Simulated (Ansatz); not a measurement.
Complex (SMILES): [SiH4] (SiH4) with [H][H] (H2), atoms 1 to 5 the first; geometry from B3LYP-D3(BJ)/def2-TZVP, monomers rigid:
```xyz
7

Si     0.0572    -0.2137    -0.1147
H      1.0024     0.6011     0.6813
H     -0.6863    -1.1236     0.7855
H     -0.8976     0.6793    -0.8090
H      0.8074    -1.0085    -1.1129
H     -1.6187     1.7089     2.1168
H     -2.0030     2.1245     2.5994
```

Interaction energy at HF with Ansatz (a quantum-chemistry and plane-wave program), kcal/mol, without and with the counterpoise correction (monomers among the partner's ghost functions). All functions are spherical. No added dispersion term, no relativity. Reference, counterpoise-corrected: the value in aug-pcseg-3, 0.34.

```
basis              functions  uncorrected  counterpoise  counterpoise correction  mean of both
-----------------  ---------  -----------  ------------  -----------------------  ------------
STO-3G                    15         0.17          0.24                     0.07          0.20
pcseg-1                   48         0.23          0.32                     0.09          0.28
def2-SVPD                 72         0.17          0.32                     0.15          0.25
6-311++G(2d,2p)           95         0.32          0.34                     0.02          0.33
cc-pV(T+d)Z              123         0.31          0.35                     0.04          0.33
6-311++G(3df,3pd)        155         0.30          0.34                     0.04          0.32
aug-pcseg-2              188         0.28          0.34                     0.06          0.31
cc-pV(Q+d)Z              244         0.33          0.34                     0.01          0.34
```

The corrected value lies nearer the reference in 8 of 8 rows.
